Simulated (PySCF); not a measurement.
These compounds are isomers of formula C10H10.

A. `C#Cc1ccc(CC)cc1`
B. `InChI=1S/C10H10/c1-3-10-8-6-4-5-7-9(10)2/h3-8H,1-2H2`
C. `InChI=1S/C10H10/c1-2-7(1)8-3-4-9-6-10(9)5-8/h3-5,7H,1-2,6H2`
D. SMILES C#Cc1cccc(CC)c1

Spectrum 1. ¹³C{¹H} NMR (computed): δ 151.5 (C), 138.9 (CH), 136.8 (CH), 134.2 (CH), 133.8 (CH), 127.1 (C), 89.5 (C), 86.7 (CH), 35.0 (CH2), 22.4 (CH3).

Spectrum 2. ¹³C{¹H} NMR (computed): δ 152.2 (C), 134.5 (C), 134.3 (CH), 130.3 (C), 118.3 (CH), 111.1 (CH), 23.4 (CH2), 20.1 (CH), 14.2 (CH2).

Spectrum 3. ¹³C{¹H} NMR (computed): δ 152.1 (C), 140.0 (CH), 133.3 (CH), 123.9 (C), 89.4 (C), 86.3 (CH), 35.3 (CH2), 22.2 (CH3).

Spectrum 4. ¹³C{¹H} NMR (computed): δ 148.6 (C), 147.7 (CH), 145.7 (C), 138.6 (CH), 138.5 (CH), 138.2 (CH), 135.7 (CH), 132.6 (CH), 126.0 (CH2), 123.1 (CH2).

How the numbers were obtained: GIAO PBE0/pcSseg-1 shieldings, geometry: GFN2-xTB, in PySCF 2.14.0 with density-fitted response routines (one conformer, equivalent nuclei averaged, non-relativistic, in vacuum).

δ = σ(ref) − σ, references computed at the same level: ¹³C (σref 186.93) against TMS. Shifts are as computed. Against solution values, carbons near 30 ppm lie about +3 ppm off and those near 130 ppm about +5 ppm. Of 1211 compounds with measured shifts, 218 miss one by over three times the rms of a fit or turn the order of signals round; such compounds aren't used in these exercises.

**Question.** Match each spectrum to its structure.

**Answer.** 1–D, 2–C, 3–A, 4–B.

- Spectrum 1 (D): 10 ¹³C signals; δC 138.9 is an aromatic CH; δC 136.8 is an aromatic CH.
- Spectrum 2 (C): 9 ¹³C signals; δC 134.3 is an aromatic CH; δC 23.4 is a three-membered-ring carbon.
- Spectrum 3 (A): 8 ¹³C signals; δC 133.3 is an aromatic CH; δC 89.4 is an alkyne carbon.
- Spectrum 4 (B): 10 ¹³C signals; δC 148.6 is a fully substituted alkene carbon; δC 147.7 is an alkene CH.
